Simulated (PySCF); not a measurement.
Isomers of C5H9N3.

All values: PBE0/def2-SVPD (PySCF) at GFN2-xTB geometries, gas phase, one conformer each. Core orbitals are frozen in the response; Δα² is half the sum of the squared differences of the principal polarisabilities.

Problem. Rank by polarisability anisotropy Δα, highest first.
A. `[CH3:1][CH:2]([CH3:3])[n:4]1[cH:5][n:6][n:7][cH:8]1` with C1–C2–N4–C5 62°
B. `Cc1nn(C)nc1C`
C. `[CH3:1][CH:2]([CH3:3])[n:4]1[cH:5][cH:6][n:7][n:8]1` with C1–C2–N4–C5 -120°
D. `[CH3:1][CH2:2][c:3]1[cH:4][n:5][n:6]([CH3:7])[n:8]1` with C1–C2–C3–C4 -78°

Solution. B (5.99 Å³), D (5.59 Å³), C (4.09 Å³), A (3.54 Å³).

Problem. Rank by dipole moment, highest first.
A. `n1(C)nc(C)c(n1)C`
B. `[CH3:1][CH2:2][n:3]1[n:4][cH:5][c:6]([CH3:7])[n:8]1` with C1–C2–N3–N4 -89°
C. `[CH3:1][CH:2]([CH3:3])[n:4]1[cH:5][n:6][n:7][cH:8]1` with C1–C2–N4–C5 62°
D. `[CH3:1][CH:2]([CH3:3])[n:4]1[cH:5][cH:6][n:7][n:8]1` with C1–C2–N4–C5 -120°

Solution. C (6.50 D), D (4.56 D), B (0.42 D), A (0.24 D).

All values together:

```csv
SMILES,μ (D),HOMO (eV),LUMO (eV),α (Å³),Δα (Å³)
CC(C)n1ccnn1,4.56,-7.42,0.04,11.46,4.09
CCc1cnn(C)n1,0.33,-7.25,0.02,11.79,5.59
CC(C)n1cnnc1,6.50,-7.05,0.28,11.27,3.54
CCn1ncc(C)n1,0.42,-7.19,0.05,11.76,5.66
Cc1nn(C)nc1C,0.24,-6.90,0.19,11.87,5.99
```

Conformers: `[CH3:1][CH:2]([CH3:3])[n:4]1[cH:5][cH:6][n:7][n:8]1` with C1–C2–N4–C5 -120°; `[CH3:1][CH2:2][c:3]1[cH:4][n:5][n:6]([CH3:7])[n:8]1` with C1–C2–C3–C4 -78°; `[CH3:1][CH:2]([CH3:3])[n:4]1[cH:5][n:6][n:7][cH:8]1` with C1–C2–N4–C5 62°; `[CH3:1][CH2:2][n:3]1[n:4][cH:5][c:6]([CH3:7])[n:8]1` with C1–C2–N3–N4 -89°.
